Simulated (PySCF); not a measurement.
An unknown shows these calculated signals:

$^{1}$H NMR (500 MHz, computed): δ 9.00 (d, 2H), 8.06 (t, 1H), 7.61 (m, 2H), 4.39 (br, 2H), 3.83 (s, 3H).

$^{13}$C{$^{1}$H} NMR (computed): δ 155.7 (CH), 146.1 (CH), 130.1 (CH), 52.8 (CH3).

How the numbers were obtained: geometry from PBE0-D3(BJ)/def2-SVP, PBE0/pcSseg-1 with gauge-including orbitals, in PySCF 2.14.0 with density-fitted response routines (no relativistic terms, single conformer, isolated molecule, fast rotation and ring inversion assumed for equivalent nuclei).

Chemical shifts δ = σref − σ; $^{1}$H (σref 31.27) and $^{13}$C (σref 184.41) against TMS, all at this level.

Q: Which of these does the molecule contain: a CF3 group, a Si–CH3 group, a heteroaromatic ring, an NH or NH2 group?

A: 
- A CF3 group: no.
- A Si–CH3 group: no.
- A heteroaromatic ring: yes.
- An NH or NH2 group: no.

The data belong to `C[O][AlH2-][n+]1ccccc1`, C6H10AlNO; they needn't prove each group on their own.

Carbon signals by region: 3 in the sp2 and nitrile region (100–160 ppm), 1 at 50–100 ppm.

Hydrides on Al or Ga are broadened by the quadrupolar metal nucleus. Shifts are as computed. Against solution values, carbons near 30 ppm lie about +2 ppm off and those near 130 ppm about +5 ppm. Of 1309 compounds with measured shifts, 239 miss one by over three times the rms of a fit or turn the order of signals round; such compounds aren't used in these exercises. Multiplicities follow the n + 1 count of equivalent neighbours, as no J values were calculated; m marks all less simple cases, F and P coupling included.
